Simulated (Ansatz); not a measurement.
Z-matrix (Å, degrees):
```
Si
C 1 1.914
O 1 1.647 2 122.5
Si 1 2.336 2 69.7 3 123.5
H 1 1.487 2 110.8 3 -123.8
N 2 1.285 1 107.6 3 -131.4
H 2 1.098 1 132.8 3 54.0
H 3 0.959 1 117.6 2 58.4
H 4 1.488 1 118.5 2 -100.2
H 4 1.488 1 124.9 2 115.8
```

Charge 0, multiplicity 1.

**Question.** List the PBE0/def2-TZVPP orbital energies in eV (the Gaussian-basis code of Ansatz). (An estimate is asked.)

**Answer.** Computed: Occupied: -1803.21, -1802.79, -523.15, -391.42, -279.55, -145.45, -145.11, -100.12, -100.11, -100.08, -99.79, -99.75, -99.74, -28.54, -25.39, -16.83, -16.32, -14.72, -13.22, -11.43, -11.32, -11.10, -10.45, -10.18, -9.17, -7.68, -6.79. Lowest empty: -1.39, -0.25, 0.03, 0.59, 1.35, 1.66, 1.98, 2.73.
